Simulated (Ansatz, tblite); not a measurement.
Removing and adding an electron: `S/C=C/c1ccc(/C=C/c2ccc(/C=C/c3ccc(/C=C/c4ccc(S)cc4)cc3)cc2)cc1`. Total charge 0; singlet. Geometry: PBE-D4/def2-SVP. Ansatz, gas phase; energy differences of separate SCF runs; the oxidised species was run as a doublet alone; the reduced species was run as a doublet alone.

Cartesian coordinates in Å:
```
S 12.255 -7.164 3.551
C 10.605 -6.678 3.177
C 10.294 -5.445 2.695
C 8.965 -4.975 2.314
C 8.793 -3.616 1.942
C 7.548 -3.104 1.584
C 6.392 -3.925 1.575
C 5.062 -3.448 1.219
C 4.707 -2.172 0.888
C 3.375 -1.694 0.545
C 2.236 -2.535 0.448
C 0.984 -2.015 0.132
C 0.784 -0.628 -0.106
C -0.555 -0.144 -0.408
C -0.935 1.152 -0.608
C -2.279 1.639 -0.882
C -3.410 0.794 -1.027
C -4.677 1.322 -1.262
C -4.900 2.721 -1.365
C -6.254 3.211 -1.585
C -6.655 4.513 -1.653
C -8.013 5.006 -1.857
C -8.252 6.403 -1.861
C -9.531 6.934 -2.040
C -10.636 6.076 -2.226
S -12.232 6.812 -2.445
C -10.418 4.679 -2.229
C -9.136 4.161 -2.048
C -3.767 3.565 -1.234
C -2.500 3.038 -1.001
C 1.926 0.210 -0.023
C 3.179 -0.310 0.291
C 6.567 -5.287 1.936
C 7.812 -5.800 2.293
H 11.938 -8.332 4.172
H 9.830 -7.444 3.335
H 11.107 -4.707 2.581
H 9.672 -2.951 1.941
H 7.469 -2.043 1.304
H 4.277 -4.224 1.238
H 5.489 -1.393 0.885
H 2.336 -3.616 0.624
H 0.117 -2.692 0.066
H -1.328 -0.931 -0.455
H -0.165 1.941 -0.547
H -3.292 -0.297 -0.953
H -5.537 0.641 -1.365
H -7.016 2.419 -1.691
H -5.895 5.304 -1.536
H -7.402 7.088 -1.713
H -9.677 8.025 -2.033
H -12.922 5.645 -2.567
H -11.265 3.991 -2.374
H -9.005 3.069 -2.057
H -3.884 4.656 -1.317
H -1.640 3.718 -0.900
H 1.828 1.290 -0.208
H 4.047 0.366 0.350
H 5.689 -5.953 1.931
H 7.894 -6.865 2.556
```

The xTB rows come from tblite. Single mean-field runs in def2-SVP are fitted with def2-universal-jkfit.

```json
{"level": "GFN1-xTB", "−HOMO (eV)": "10.44", "vertical IE (eV)": "11.68", "−LUMO (eV)": "8.75", "vertical EA (eV)": "7.41", "HOMO–LUMO gap (eV)": "1.69", "IE − EA (eV)": "4.27"}
{"level": "PBE0-D4/def2-SVP", "−HOMO (eV)": "5.28", "vertical IE (eV)": "6.17", "−LUMO (eV)": "2.32", "vertical EA (eV)": "1.49", "HOMO–LUMO gap (eV)": "2.97", "IE − EA (eV)": "4.68"}
```

Question: Estimate the rows for GFN2-xTB, PBE-D4/def2-SVP.

Answer: 
```
          level  −HOMO (eV)  vertical IE (eV)  −LUMO (eV)  vertical EA (eV)  HOMO–LUMO gap (eV)  IE − EA (eV)
       GFN2-xTB        9.61             10.83        7.90              6.59                1.71          4.24
PBE-D4/def2-SVP        4.52              5.78        2.87              1.66                1.65          4.12
```

 Raw xTB energy differences between charge states are shifted by several eV; the methods need an empirical correction for them. Sets without diffuse functions give affinities that are too small.
